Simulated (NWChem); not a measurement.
C3H7FSi; SMILES [SiH3]C/C=C\F

```xyz
12

F      0.8378    -2.1317    -0.1126
C     -0.3523    -1.7921     0.3861
C     -0.9432    -0.6366     0.0881
C     -0.3609     0.4202    -0.7895
Si     0.3063     1.8958     0.1990
H     -0.7712    -2.5594     1.0427
H     -1.9156    -0.4576     0.5568
H     -1.1182     0.8058    -1.4932
H      0.4662     0.0119    -1.3916
H     -0.7813     2.4783     1.0454
H      0.8058     2.9565    -0.7308
H      1.4239     1.4601     1.0895
```
Atoms are numbered in this order, from 1.

Computed with NWChem. Geometry: optimised at PBE0/def2-SVP. Not confirmed as a minimum by frequencies.

### Question
Estimate the computed values for PBE0/3-21G. Quantities: highest occupied level (eV); orbital gap (eV); dipole (D).

### Answer
The highest occupied level (eV) is -6.77 and the orbital gap (eV) comes out as 7.57. The dipole (D) is 1.24.
